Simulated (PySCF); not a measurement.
**Electron correlation in Lu²⁺ (lutetium, charge +2)**

[Xe] 4f14 6s1, 2S determinant. Computed with PySCF 2.14 in x2c-TZVPPall, with the spin-free X2C one-electron Hamiltonian (Gaussian nucleus). Frozen: [Kr] 4d10; 23 electrons correlated.

MP2 pair energies summed by pair of shells (mhartree):

```
 pair   energy  share (%)
4f-4f  -305.79       41.6
4f-5p  -227.20       30.9
5p-5p  -113.30       15.4
4f-5s   -30.96        4.2
5p-6s   -21.60        2.9
5s-5p   -18.13        2.5
4f-6s   -12.07        1.6
5s-5s    -5.19        0.7
5s-6s    -1.08        0.1
```

Total MP2 correlation energy: -735.33 mhartree.

Same-spin part -282.65 and opposite-spin part -452.68 mhartree; SCS-MP2 scales them by 1/3 and 6/5 to -637.43 mhartree.
